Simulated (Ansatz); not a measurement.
A single point on C₂H₈Al₂Br₂ (`[CH3][Al@H-]1[Br+][Al@@H-]([CH3])[Br+]1`).

```yaml
crystal:
  periodic: [false, false, false]
  atoms:
    - {symbol: C, position_ang: [1.576712, 0.349628, 1.894259]}
    - {symbol: Al, position_ang: [-0.319658, 0.746341, 1.775933]}
    - {symbol: Br, position_ang: [-0.720860, 2.011729, -0.309662]}
    - {symbol: Al, position_ang: [-1.476893, -0.137128, -1.270089]}
    - {symbol: C, position_ang: [-0.028026, -0.875002, -2.330242]}
    - {symbol: Br, position_ang: [-1.483638, -1.264127, 0.930358]}
    - {symbol: H, position_ang: [1.778927, -0.354393, 2.707246]}
    - {symbol: H, position_ang: [2.154105, 1.257433, 2.094197]}
    - {symbol: H, position_ang: [1.957394, -0.090799, 0.969219]}
    - {symbol: H, position_ang: [-1.245909, 1.380888, 2.882723]}
    - {symbol: H, position_ang: [-2.983936, 0.053856, -1.691892]}
    - {symbol: H, position_ang: [0.129363, -0.287076, -3.239634]}
    - {symbol: H, position_ang: [-0.251236, -1.901484, -2.636854]}
    - {symbol: H, position_ang: [0.913614, -0.889856, -1.775563]}
basis:
  gaussian: {orbitals: def2-QZVPP}
correlation: {method: mp2}
```

```sh
$ ansatz run in.yaml --threads 4 --pin off --events-out ev --progress --plain --max-ram 11315MiB
```

Shortened log:

```
Functional definition: HF
4072 factors; integrals over basis functions are off by at most 8.4e-4 eV
mean field evaluation 1: about -155355.9867 eV, gradient 4.2e1 eV
mean field evaluation 2: about -155356.1511 eV, gradient 4.2e1 eV
mean field evaluation 4: about -155360.7555 eV, gradient 3.4e0 eV
mean field evaluation 8: about -155360.8138 eV, gradient 2.1e-1 eV
mean field -155360.81399996 eV, -5709.4046071565 hartree, gradient 2.4e-6 eV, S^2 0.000000; 0 other end points of the search recorded, 0 dependent functions left out
30 core orbitals not correlated: weight in the atoms' cores, before any rotation towards them, 0.998 or more for the frozen orbitals, at most 0.002 for the correlated occupied ones
reference -155360.81399996 eV, -5709.4046071565 hartree; 28, 28 occupied and 614, 614 virtual orbitals, 4072 factors
second order -47.86224959 eV of doubles, -0.00000000 eV of singles
Total energy: -155408.67624955 eV, -5711.1635123868 hartree
```

Run time 2 min (4 threads of an Arm Neoverse V1 on a shared host); peak host memory 7 GiB.
